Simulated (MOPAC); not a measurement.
A run for MOPAC: AM1 on H2OSn (SMILES [OH][SnH]), a point of a bond scan (R = 1.059 Å).

```
AM1 1SCF PRECISE CHARGE=0 THREADS=1
H2OSn

Sn    -0.18386056 1    -0.15025870 1     0.19526245 1
H     -1.45520735 1     0.01473920 1    -1.07212820 1
O      1.21528417 1     0.79939053 1    -0.86933130 1
H      0.89702981 1     1.13343942 1    -1.82304520 1
```

Output:

```
*******************************************************************************
 **                                                                           **
 **                              MOPAC v23.2.5                                **
 **                                                                           **
 *******************************************************************************
 ** MOPAC's Digital Object Identifier: https://doi.org/10.5281/zenodo.6511958 **
 **                                                                           **
 ** Please cite the open-source release paper for use of this MOPAC version:  **
 ** J. E. Moussa and J. J. P. Stewart (2026)                                  **
 ** MOPAC: An open-source semiempirical molecular orbital program             **
 ** J. Open Source Softw., 11(119), 8025, https://doi.org/10.21105/joss.08025 **
 *******************************************************************************

                              AM1 CALCULATION RESULTS

 *******************************************************************************
 *  AM1        - The AM1 Hamiltonian to be used
 *
 *
 *
 *                 CHARGE ON SYSTEM = 0
 *
 *
 *
 *  PRECISE    - TIGHTER CRITERIA TO BE USED
 *  1SCF       - DO 1 SCF AND THEN STOP
 *  THREADS=1  - MULTI-THREADING NOT USED
 *  T=         - A TIME OF 172800.0 SECONDS REQUESTED
 *  DUMP=N     - RESTART FILE WRITTEN EVERY 7200.0 SECONDS REQUESTED
 *******************************************************************************
AM1 1SCF PRECISE CHARGE=0 THREADS=1
 H2OSn

   ATOM   CHEMICAL          X               Y               Z
  NUMBER   SYMBOL      (ANGSTROMS)     (ANGSTROMS)     (ANGSTROMS)

     1      Sn         -0.18386056  *  -0.15025870  *   0.19526245  *
     2       H         -1.45520735  *   0.01473920  *  -1.07212820  *
     3       O          1.21528417  *   0.79939053  *  -0.86933130  *
     4       H          0.89702981  *   1.13343942  *  -1.82304520  *



          CARTESIAN COORDINATES

    NO.       ATOM           X           Y           Z

     1        Sn         -0.1839     -0.1503      0.1953
     2         H         -1.4552      0.0147     -1.0721
     3         O          1.2153      0.7994     -0.8693
     4         H          0.8970      1.1334     -1.8230

  H: (AM1): M.J.S. DEWAR ET AL, J. AM. CHEM. SOC. 107 3902-3909 (1985)
  O: (AM1): M.J.S. DEWAR ET AL, J. AM. CHEM. SOC. 107 3902-3909 (1985)
 Sn: (AM1): J. J. P. STEWART, J. MOL. MOD., 10, 155-164 (2004)

           Empirical Formula: H2 O Sn  =     4 atoms



      MOLECULAR POINT GROUP   :   Cs


      RHF CALCULATION, NO. OF DOUBLY OCCUPIED LEVELS = 6


 -------------------------------------------------------------------------------
 AM1 1SCF PRECISE CHARGE=0 THREADS=1
 H2OSn



     1SCF WAS SPECIFIED, SO BFGS WAS NOT USED
     SCF FIELD WAS ACHIEVED


                              AM1 CALCULATION
                                                       MOPAC v23.2.5 Linux




          FINAL HEAT OF FORMATION =        -15.46938 KCAL/MOL =     -64.72387 KJ/MOL


          COSMO AREA              =         93.61 SQUARE ANGSTROMS
          COSMO VOLUME            =         80.96 CUBIC ANGSTROMS

          IONIZATION POTENTIAL    =          7.984938 EV
          HOMO LUMO ENERGIES (EV) =         -7.985 -0.544
          NO. OF FILLED LEVELS    =          6
          MOLECULAR WEIGHT        =        136.7052         POINT GROUP:  Cs

          MOLECULAR DIMENSIONS (Angstroms)

            Atom       Atom       Distance
            O     3    H     2     2.79076
            H     4   Sn     1     2.30886
            H     4    O     3     0.00000


          SCF CALCULATIONS        =          1





   ATOM   CHEMICAL          X               Y               Z
  NUMBER   SYMBOL      (ANGSTROMS)     (ANGSTROMS)     (ANGSTROMS)

     1      Sn         -0.18386056  *  -0.15025870  *   0.19526245  *
     2       H         -1.45520735  *   0.01473920  *  -1.07212820  *
     3       O          1.21528417  *   0.79939053  *  -0.86933130  *
     4       H          0.89702981  *   1.13343942  *  -1.82304520  *

                             CARTESIAN COORDINATES

   1   Sn       -0.183860560    -0.150258700     0.195262450
   2    H       -1.455207350     0.014739200    -1.072128200
   3    O        1.215284170     0.799390530    -0.869331300
   4    H        0.897029810     1.133439420    -1.823045200


           Empirical Formula: H2 O Sn  =     4 atoms



      MOLECULAR POINT GROUP   :   Cs


                  EIGENVALUES
 -33.78358 -15.86584 -14.29654 -11.25582 -10.68076  -7.98494  -0.54447   1.06175
   2.60567   5.79371


              NET ATOMIC CHARGES AND DIPOLE CONTRIBUTIONS

  ATOM NO.   TYPE          CHARGE      No. of ELECS.   s-Pop       p-Pop
    1         Sn           0.990659        3.0093     1.91305     1.09629
    2          H          -0.463351        1.4634     1.46335
    3          O          -0.723333        6.7233     1.86437     4.85896
    4          H           0.196025        0.8040     0.80397
 DIPOLE           X         Y         Z       TOTAL
 POINT-CHG.    -1.014    -2.458     4.619     5.330
 HYBRID        -0.252     1.544    -3.537     3.867
 SUM           -1.266    -0.914     1.082     1.900


          ATOMIC ORBITAL ELECTRON POPULATIONS

     Atom    s        px        py        pz
    1 Sn   1.91305   0.36202   0.21584   0.51843
    2  H   1.46335
    3  O   1.86437   1.76063   1.76347   1.33486
    4  H   0.80397

 **********************
 *                    *
 * JOB ENDED NORMALLY *
 *                    *
 **********************




 == MOPAC DONE ==
```

The run finished.

Cost: about 0.020 core-seconds (a rough figure).
